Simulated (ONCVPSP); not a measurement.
## Before and after: ONCV potential for Co

| Quantity | Value |
| --- | --- |
| Element | cobalt |
| Generator | ONCVPSP 4.0.1 |
| Type | optimised norm-conserving Vanderbilt (ONCV) |
| Functional | PBE |
| Relativity | scalar-relativistic |
| Frozen core | [Ne] |
| Valence charge | 17 |
| Reference configuration | 3s2 3p6 3d7 4s2 |
| Partial waves | 3s+4s: rc 1.15 bohr, ncon 3, nbas 6, qcut 9.5 1/bohr, 2 projectors; 3p: rc 1.15 bohr, ncon 4, nbas 7, qcut 10.6 1/bohr, 2 projectors, debl 1.5 Ha; 3d: rc 1.70 bohr, ncon 4, nbas 8, qcut 10 1/bohr, 2 projectors, debl 0.8 Ha |
| Local potential | polynomial inside 1.05 bohr (lpopt 5, dvloc0 4 Ha) |
| Core correction | Teter function, fcfact 2.5, rcfact 1.35 |

In the p channel the program set the typed energies aside and used -2.412, 0.250 Ha.

Change: s: qcut 14.6.

Cutoffs: the cutoffs (Ha) at which the residual kinetic energy of the hardest occupied pseudo-wave falls to 1 and 0.1 mHa per electron; they do not see the model core or the augmentation charge, which bear on the density cutoff. Errors are all-electron minus pseudo energies relative to the spin-unpolarised reference configuration.

Predict the effect on cutoff, ghosts and configuration errors.

The potential gets harder (38 Ha and 45 Ha → 52 Ha and 61 Ha); of the 4 tests that both files solve, the error grows in 1 and shrinks in 0 by more than 15 % and 0.3 meV (median size 21.9 → 22.9 meV); neither file shows a bound ghost. The waves are optimised to have the least kinetic energy above qcut, so the cutoff follows it (qcut²/2 in Ha).

| quantity | base | changed |
| --- | --- | --- |
| cutoff, loose | 38 Ha | 52 Ha |
| cutoff, tight | 45 Ha | 61 Ha |
| loose cutoff by channel | s 34 Ha, p 38 Ha, d 37 Ha | s 52 Ha, p 38 Ha, d 37 Ha |
| bound ghosts | none | none |
| GHOST(+) flags under 300 eV | none | none |
| error for 3s2 3p6 3d7 4s1, meV [ΔE 9.03 eV] | +1.2 | +1.4 |
| error for 3s2 3p6 3d7 4s0, meV [ΔE 25.82 eV] | +6.3 | +7.7 |
| error for 3s2 3p6 3d6 4s0, meV [ΔE 61.69 eV] | +38 | +38 |
| error for 3s2 3p6 3d6 4s2 4p1, meV [ΔE 9.66 eV] | +96 | +96 |
| s: phases at 1.16 bohr within 0.05 rad from the reference energy up to (Ha; the scan ends near 5) | to the end of the scan | to the end of the scan |
| p: phases at 1.16 bohr within 0.05 rad from the reference energy up to (Ha; the scan ends near 5) | to the end of the scan | to the end of the scan |
| d: phases at 1.73 bohr within 0.05 rad from the reference energy up to (Ha; the scan ends near 5) | to the end of the scan | to the end of the scan |
| rms error of d²Exc/dni dnj with the model core, mHa | 0.71 | 0.44 |
